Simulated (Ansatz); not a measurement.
`B[SiH](C)CF`, relaxed with RKS PBE-D4/def2-SVP in the Gaussian-basis code of Ansatz from a rough embedded geometry. The force threshold is 0.03 eV/Å; the program also tests the step.

Charge 0, multiplicity 1.

Start:

```xyz
13

B    -0.392    1.843   -0.148
Si   -0.519   -0.030   -0.124
C    -0.011   -0.628    1.542
C     0.614   -0.799   -1.343
F     1.928   -0.418   -1.161
H    -1.021    2.574    0.585
H     0.336    2.416   -0.921
H    -1.897   -0.430   -0.350
H    -0.734   -0.196    2.353
H     1.003   -0.343    1.787
H    -0.121   -1.747    1.593
H     0.290   -0.409   -2.394
H     0.524   -1.834   -1.417
```

Task: How much energy does the relaxation release, and in how many steps? (Estimate.)

Result: Ansatz gave: 56.38 kJ/mol, in 13 steps, 2 of them rejected.

Task: Which bonds change most? (Best estimate.)

Result: Ansatz gave: B1–Si2 from 1.878 to 2.014 Å; Si2–C4 from 1.834 to 1.920 Å; C4–H13 from 1.041 to 1.114 Å; Si2–H8 from 1.452 to 1.520 Å.

Task: Give the relaxed structure. (Estimate.)

Result: Ansatz gave: 
```xyz
13

B    -0.403    1.999   -0.203
Si   -0.499   -0.009   -0.073
C    -0.093   -0.742    1.624
C     0.672   -0.781   -1.383
F     1.971   -0.323   -1.105
H    -0.516    2.736    0.761
H    -0.282    2.528   -1.295
H    -1.921   -0.366   -0.476
H    -0.683   -0.257    2.427
H     0.983   -0.587    1.845
H    -0.294   -1.832    1.653
H     0.392   -0.470   -2.415
H     0.673   -1.895   -1.358
```
